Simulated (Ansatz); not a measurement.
Geometry optimisation, RKS PBE/def2-SVP (Ansatz 0.2.0).

input.yaml

```yaml
crystal:
  periodic: [false, false, false]
  atoms:
    - { symbol: "N", position_ang: [-1.3972, 0.5435, 1.8] }
    - { symbol: Si, position_ang: [-0.7314, 0.373, 0.1627] }
    - { symbol: As, position_ang: [0.6532, 2.1629, -0.3061] }
    - { symbol: C, position_ang: [0.3082, -1.2149, 0.1163] }
    - { symbol: Si, position_ang: [0.8384, -1.5703, -1.6334] }
    - { symbol: H, position_ang: [-1.9379, 1.5254, 1.7804] }
    - { symbol: H, position_ang: [-0.6241, 0.678, 2.4641] }
    - { symbol: H, position_ang: [-1.7643, 0.349, -0.8452] }
    - { symbol: H, position_ang: [-0.3525, 3.213, 0.2861] }
    - { symbol: H, position_ang: [1.3887, 2.0317, 1.123] }
    - { symbol: H, position_ang: [-0.4349, -2.0565, 0.4656] }
    - { symbol: H, position_ang: [1.1214, -1.146, 0.8236] }
    - { symbol: H, position_ang: [1.6843, -0.4544, -2.0636] }
    - { symbol: H, position_ang: [-0.3397, -1.6313, -2.5108] }
    - { symbol: H, position_ang: [1.5659, -2.8539, -1.6331] }
basis:
  gaussian: { orbitals: def2-SVP }
hamiltonian:
  xc: pbe
relax:
  f_tol: 0.015
  max_steps: 40
```

Run as:

```bash
$ ansatz run input.yaml --threads 2 --pin off --max-ram 3072MiB --backend cpu --events-out ev --progress --plain --runs-dir out
```

Task: Where does it end, and by what steps?

Result: The run converged. After 8 steps the energy has fallen by 0.594 eV; H6 moved furthest, 0.44 Å.

```tsv
step	energy less start (eV)	largest force component (eV/Å)	accepted
0	0.0000	2.555	yes
1	-0.4743	1.273	yes
2	-0.5451	0.407	yes
3	-0.5667	0.331	yes
4	-0.5865	0.366	yes
5	-0.5931	0.069	yes
6	-0.5936	0.017	yes
7	-0.5935	0.022	no
8	-0.5937	0.012	yes
```

```xyz
15
Properties=species:S:1:pos:R:3
N -1.485 0.510 1.813
Si -0.706 0.483 0.241
As 0.774 2.292 -0.378
C 0.278 -1.129 0.097
Si 0.847 -1.624 -1.641
H -2.205 1.226 1.952
H -0.873 0.495 2.636
H -1.828 0.522 -0.765
H -0.191 3.322 0.243
H 1.541 2.159 0.955
H -0.366 -1.941 0.502
H 1.174 -1.072 0.754
H 1.788 -0.596 -2.211
H -0.334 -1.752 -2.566
H 1.565 -2.948 -1.603
```

Whether the end is a true minimum wasn't checked by a vibrational analysis.

Run time: 20 s on 2 threads of Intel(R) Xeon(R) 6975P-C (Granite Rapids), on a shared host, peak memory 0.23 GiB.
